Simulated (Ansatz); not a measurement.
Start from `BC(=C)CC` and change one atom or group to get `BC(=C)[NH][GeH3]`.

Ansatz, PBE0-D4/def2-TZVP geometries, multiplicity 1. Each molecule was computed in one conformer, which needn't be the lowest.

Scalar relativity is left out up to krypton.

```csv
property,`BC(=C)CC`
size of the dipole moment (PBE/def2-TZVPP) / D,1.27
HOMO energy (PBE0/def2-TZVPP) / eV,-7.93
LUMO energy (B3LYP/def2-TZVPP) / eV,-2.14
LUMO energy (PBE0/def2-TZVPP) / eV,-1.94
HOMO energy (PBE/def2-TZVPP) / eV,-6.91
HOMO–LUMO gap (B3LYP/def2-TZVPP) / eV,5.57
```

Task: What does the change do to each property? (Estimate.)

Result: The calculation gave: 
```csv
property,`BC(=C)[NH][GeH3]`,shift
size of the dipole moment (PBE/def2-TZVPP) / D,1.60,0.33
HOMO energy (PBE0/def2-TZVPP) / eV,-6.22,1.71
LUMO energy (B3LYP/def2-TZVPP) / eV,-2.10,0.04
LUMO energy (PBE0/def2-TZVPP) / eV,-1.91,0.03
HOMO energy (PBE/def2-TZVPP) / eV,-5.20,1.71
HOMO–LUMO gap (B3LYP/def2-TZVPP) / eV,3.92,-1.65
```

Dipoles are sizes alone; their direction can turn.

B3LYP here is the variant with VWN-RPA as its local correlation; programs differ in this.
